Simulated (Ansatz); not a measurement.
Calculated with Ansatz (gas phase, PBE0-D4/def2-TZVP geometries, no zero-point term in ΔE). CBS: MP2 limit from def2 TZ/QZ plus the TZ coupled-cluster correction, frozen cores. Functionals use def2-TZVPP. For Ge outer-core shells are correlated without core-valence functions, which leaves a few kJ/mol of doubt a bond. Scalar relativity is left out up to krypton. Each species was taken in one conformer, which may not be the lowest.

Consider the formal exchange of groups at a C–Ge bond: `[CH3][GeH]([NH2])[CH]=O` + `B[SiH2]OC` → `B[SiH2]OCC` + `[NH2][GeH2][CH]=O`.

`[CH3][GeH]([NH2])[CH]=O`:

Cartesian coordinates in Å:
```
C -0.129 1.708 0.012
Ge -0.373 -0.186 0.349
N -1.197 -0.968 -1.101
C 1.442 -0.990 0.695
O 2.432 -0.318 0.823
H 0.415 2.167 0.838
H -1.096 2.197 -0.104
H 0.453 1.850 -0.900
H -1.274 -0.500 1.561
H -0.667 -0.946 -1.961
H -1.535 -1.908 -0.951
H 1.528 -2.106 0.740
```

`B[SiH2]OC`:

Cartesian coordinates in Å:
```
B 0.529 -1.874 -1.415
Si 0.562 -0.109 -0.478
O -0.715 0.043 0.554
C -0.913 1.198 1.334
H -0.320 -2.697 -1.241
H 1.400 -2.129 -2.196
H 1.848 0.045 0.275
H 0.541 1.001 -1.485
H -0.067 1.378 2.008
H -1.052 2.087 0.707
H -1.812 1.056 1.937
```

`B[SiH2]OCC`:

Cartesian coordinates in Å:
```
B -0.324 2.271 -1.345
Si 0.398 1.602 0.403
O -0.064 0.081 0.841
C 0.237 -1.051 0.049
C -0.440 -2.265 0.634
H -0.921 1.595 -2.132
H -0.137 3.415 -1.645
H -0.032 2.483 1.522
H 1.893 1.680 0.292
H 1.325 -1.202 0.016
H -0.101 -0.891 -0.984
H -0.099 -2.436 1.657
H -0.211 -3.153 0.039
H -1.523 -2.129 0.651
```

`[NH2][GeH2][CH]=O`:

Cartesian coordinates in Å:
```
N 0.935 -1.244 0.231
Ge -0.409 -0.017 0.502
C -0.220 1.352 -0.953
O -1.114 2.079 -1.288
H 0.719 -1.980 -0.426
H 1.293 -1.663 1.077
H -1.840 -0.588 0.441
H -0.142 0.642 1.865
H 0.779 1.418 -1.449
```

Is it downhill or uphill in electronic energy at CCSD(T)/CBS, and by how much? (Best estimate.)

The calculation gave: Uphill: ΔE = +0.30 eV.

What do these levels give: PBE, MP2/def2-TZVPP, CCSD(T)/def2-TZVPP, HF/CBS(def2), MP2/CBS(def2), CCSD/CBS(def2)? (Best estimate.)

Ansatz gave: PBE 0.26, MP2/def2-TZVPP 0.35, CCSD(T)/def2-TZVPP 0.31, HF/CBS(def2) 0.23, MP2/CBS(def2) 0.34, CCSD/CBS(def2) 0.29 eV.

Largest T1 diagnostic among the species: 0.013.

In def2-TZVPP, CCSD(T) changes the Hartree–Fock value by +0.07 eV (the triples alone add +0.01 eV) and MP2 by +0.11 eV.
